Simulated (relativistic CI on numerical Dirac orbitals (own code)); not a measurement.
# Slater and spin-orbit integrals, W XIV

These numbers are calculated, not measured: Dirac-Coulomb-Breit CI, orbitals from a KLI potential per configuration, model QED (radiative potential, 1s self-energy scaled to tabulated hydrogen-like ionisation energies), unscaled Slater integrals (own radial code, finite nucleus).

Slater integrals F^k, G^k are unscaled and averaged over j, outside the closed core [Kr] 4d10; ζ comes from projecting the Hamiltonian with its Breit term on Σ l·s of the shell.

- 4f¹³5s²: ζ(4f) = 4975 cm⁻¹; <r>(4f) = 0.5553, <r^2>(4f) = 0.3696 (bohr units).
- 4f¹²5s²5p: F^2(4f,4f) = 182870, F^4(4f,4f) = 116680, F^6(4f,4f) = 84516, ζ(4f) = 5185.4, F^2(4f,5p) = 77105, G^2(4f,5p) = 29818, G^4(4f,5p) = 25715, ζ(5p) = 79314 cm⁻¹; <r>(4f) = 0.5462, <r^2>(4f) = 0.3565, <r>(5p) = 1.047, <r^2>(5p) = 1.223 (bohr units).
- 4f¹³5s5p: ζ(4f) = 5016.9, G^3(4f,5s) = 35767, F^2(4f,5p) = 77019, G^2(4f,5p) = 30447, G^4(4f,5p) = 26102, G^1(5s,5p) = 132080, ζ(5p) = 76775 cm⁻¹; <r>(4f) = 0.5544, <r^2>(4f) = 0.3683, <r>(5s) = 0.9635, <r^2>(5s) = 1.033, <r>(5p) = 1.054, <r^2>(5p) = 1.239 (bohr units).

Averages of the first 10 configurations, taken without configuration mixing, which lowers the lowest level and can move excited configurations by several eV; other configurations of the list can lie among them:

```json
{"Configuration": "4f¹³5s²", "Parity": "odd", "States": "14", "Average energy above the lowest level (eV)": "1.0"}
{"Configuration": "4f¹²5s²5p", "Parity": "odd", "States": "546", "Average energy above the lowest level (eV)": "22.2"}
{"Configuration": "4f¹⁴5s", "Parity": "even", "States": "2", "Average energy above the lowest level (eV)": "23.7"}
{"Configuration": "4f¹³5s5p", "Parity": "even", "States": "168", "Average energy above the lowest level (eV)": "41.2"}
{"Configuration": "4f¹²5s5p²", "Parity": "even", "States": "2730", "Average energy above the lowest level (eV)": "64.8"}
{"Configuration": "4f¹⁴5p", "Parity": "odd", "States": "6", "Average energy above the lowest level (eV)": "66.2"}
{"Configuration": "4f¹³5s5d", "Parity": "odd", "States": "280", "Average energy above the lowest level (eV)": "100.3"}
{"Configuration": "4f¹²5s²5d", "Parity": "even", "States": "910", "Average energy above the lowest level (eV)": "83.6"}
{"Configuration": "4f¹⁴5d", "Parity": "even", "States": "10", "Average energy above the lowest level (eV)": "122.9"}
{"Configuration": "4f¹³5s5f", "Parity": "even", "States": "392", "Average energy above the lowest level (eV)": "158.5"}
```
